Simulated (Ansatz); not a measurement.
This geometry of a periodic cell of 17 atoms, Y (host Y, host structure hcp, interstitial Y) is a first-order saddle point.

All numbers below come from Ansatz, DFT PBEsol, scalar-relativistic, plane waves, PAW. Settings: cutoff 420 eV, k mesh 3x3x2, gaussian smearing 0.1 eV, no spin polarisation.

```xyz
17
Lattice="-3.6500 -6.3220 0.0000 5.4750 -3.1610 0.0000 0.0000 0.0000 11.4683" Properties=species:S:1:pos:R:3
Y 0.620 -6.679 -0.037
Y -0.002 -4.222 2.788
Y 0.019 -6.333 5.729
Y 0.008 -4.214 8.662
Y -1.924 -2.621 0.042
Y 3.592 -4.180 2.977
Y -1.813 -3.165 5.734
Y 3.601 -4.186 8.547
Y 1.638 -3.053 -0.005
Y 1.830 -1.048 2.788
Y 1.794 -3.143 5.737
Y 1.829 -1.060 8.662
Y -0.517 -0.184 0.041
Y 1.888 -7.412 2.879
Y 0.010 -0.008 5.734
Y 1.891 -7.413 8.563
Y -1.729 -5.323 11.406
```

Which two structures does it join? (They come from a converged band through this point; their orientation in space is the band's.)

The atom that moves furthest is Y17, by 2.89 Å; four of its nearest neighbours are Y16 2.79, Y4 2.82, Y12 2.82, Y5 3.05 Å at the first end and Y1 2.80, Y13 2.82, Y5 2.83, Y10 3.04 Å at the last.

Image 0:

```xyz
17
Lattice="-3.6500 -6.3220 0.0000 5.4750 -3.1610 0.0000 0.0000 0.0000 11.4683" Properties=species:S:1:pos:R:3
Y 0.237 -6.464 0.126
Y 0.014 -4.206 2.904
Y -0.068 -6.288 5.648
Y 0.320 -4.079 8.369
Y -1.838 -2.969 0.258
Y 3.609 -4.195 2.950
Y -1.832 -3.144 5.779
Y 3.783 -4.297 8.729
Y 1.740 -3.118 -0.049
Y 1.822 -1.076 2.903
Y 1.890 -3.201 5.659
Y 1.864 -1.402 8.374
Y -0.175 -0.090 0.253
Y 1.824 -7.379 2.986
Y -0.020 -0.008 5.780
Y 1.404 -7.138 8.462
Y -1.894 -5.228 9.680
```

Image 4:

```xyz
17
Lattice="-3.6500 -6.3220 0.0000 5.4750 -3.1610 0.0000 0.0000 0.0000 11.4683" Properties=species:S:1:pos:R:3
Y 0.411 -6.553 -0.140
Y 0.180 -4.121 3.120
Y -0.007 -6.314 5.853
Y 0.018 -4.203 8.642
Y -1.871 -2.810 -0.231
Y 3.734 -4.255 2.817
Y -1.825 -3.134 5.767
Y 3.582 -4.172 8.525
Y 1.684 -3.074 0.125
Y 1.839 -1.250 3.125
Y 1.867 -3.180 5.818
Y 1.826 -1.066 8.644
Y -0.327 -0.130 -0.233
Y 1.580 -7.227 2.999
Y -0.017 -0.007 5.768
Y 1.886 -7.408 8.515
Y -1.771 -5.304 12.567
```

How far does it lie above each of them?

0.159 eV above the first and 0.159 eV above the second. This is the barrier of this one path; another mechanism may lie lower. Limits of this set-up: coarse k mesh, a small cell, in which the defect meets its images, a typed lattice constant that wasn't relaxed here.

The run took 9.5 min on 4 threads of AMD EPYC 7B13 (Zen 3) (shared host), peak memory 3 GiB.
